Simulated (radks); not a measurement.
The mean radii <r> (bohr) of the occupied orbitals of an atom or ion are listed with their occupations. Calculated with a radial shooting solver on a logarithmic mesh with Libxc functionals: scalar-relativistic Kohn-Sham, PBEsol, spin-polarised, spherical densities, point nucleus.

orbital  occ.     <r>
1s up       1  0.1037
1s down     1  0.1037
2s up       1  0.5199
2s down     1  0.5197
2p up       3  0.4847
2p down     3  0.4844
3s up       1   1.742
3s down     1   1.745
3p up       1   1.961

Name the element and its charge. Open shells, if any, are filled with parallel spins first.

Answer. Z = 15, phosphorus, charge +2: P2+ in [Ne] 3s2 3p1. The 1s radius gives Z: for a bare nucleus <r> = (2 gamma + 1)/(2Z) with gamma = sqrt(1 - (Z/c)^2), 0.0996 bohr for Z = 15, and screening makes it slightly larger (0.1037 here). The occupations add up to 13, and the charge is Z minus that.
